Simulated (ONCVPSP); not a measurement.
# Building the ONCV potential for Ca (Z = 20) (PBE, scalar-relativistic).

```json
{
  "Element": "calcium (Ca)",
  "Generator": "ONCVPSP 4.0.1",
  "Type": "optimised norm-conserving Vanderbilt (ONCV)",
  "Functional": "PBE",
  "Relativity": "scalar-relativistic",
  "Frozen core": "[Ne]",
  "Valence charge": "10",
  "Reference configuration": "3s2 3p6 4s0.5 (charge +1.5)",
  "Partial waves": "3s+4s: rc 1.80 bohr, ncon 4, nbas 7, qcut 6.3 1/bohr, 2 projectors; 3p: rc 1.70 bohr, ncon 4, nbas 9, qcut 8.4 1/bohr, 2 projectors, debl 3.1 Ha; d scattering state at 0.26 Ha: rc 1.85 bohr, ncon 4, nbas 8, qcut 6.1 1/bohr, 2 projectors, debl 0.4 Ha",
  "Local potential": "polynomial inside 1.25 bohr (lpopt 3, dvloc0 6 Ha)",
  "Core correction": "polynomial model core, fcfact 0.65"
}
```

In the d channel the program set the typed energies aside and used -0.441, 0.250 Ha.

Problem. Estimate the cutoffs (Ha) at which the residual kinetic energy of the hardest occupied pseudo-wave falls to 1 and 0.1 mHa per electron.

Solution. 15 Ha and 18 Ha.

Problem. What does a ghost test show?

Solution. No bound ghost flagged; no localised positive-energy state flagged.

Problem. Tests: 3s2 3p6 4s2; 3s2 3p6 4s1; 3s2 3p6 4s0; 3s2 3p6 4s1 4p1. Which has the largest error in its energy relative to the reference configuration, and how large is it?

Solution. 3s2 3p6 4s0, with -0.4 meV (all-electron minus pseudo) on +6.64 eV.
